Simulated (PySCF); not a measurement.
```xyz
21

B     -0.8229     2.1553     0.2828
C     -0.3023     0.7165     0.1085
C     -1.0785    -0.4490     0.3632
C     -2.5335    -0.3871     0.5369
C     -3.3617     0.4799    -0.0666
C     -0.4653    -1.7254     0.3984
C      0.8832    -1.8926     0.1305
C      1.6802    -0.7745    -0.1853
C      3.0817    -0.7174    -0.5080
C      3.5098     0.5542    -0.7447
S      2.2481     1.7478    -0.5809
C      1.0684     0.5062    -0.1945
H     -1.7253     2.4133     1.0344
H     -0.2642     3.0631    -0.2856
H     -2.9680    -1.1578     1.1851
H     -4.4371     0.4672     0.1281
H     -3.0025     1.2080    -0.7998
H     -1.0838    -2.5992     0.6175
H      1.3312    -2.8894     0.1503
H      3.7269    -1.5955    -0.5579
H      4.5155     0.8765    -1.0123
```

Charge 0, multiplicity 1.

Give the Mulliken and meta-Löwdin atomic charges from TPSSh-D3(BJ)/def2-TZVP // B3LYP-D3(BJ)/def2-SVP (PySCF).


```csv
atom,Mulliken (e),meta-Löwdin (e)
B1,-0.16,-0.03
C2,0.01,-0.10
C3,0.23,0.03
C4,-0.18,-0.10
C5,-0.25,-0.23
C6,-0.20,-0.13
C7,-0.21,-0.10
C8,0.12,-0.01
C9,-0.23,-0.15
C10,-0.12,-0.23
S11,0.03,0.25
C12,0.05,-0.08
H13,0.04,0.01
H14,0.01,0.00
H15,0.12,0.11
H16,0.13,0.12
H17,0.14,0.12
H18,0.10,0.11
H19,0.11,0.12
H20,0.12,0.13
H21,0.14,0.14
```
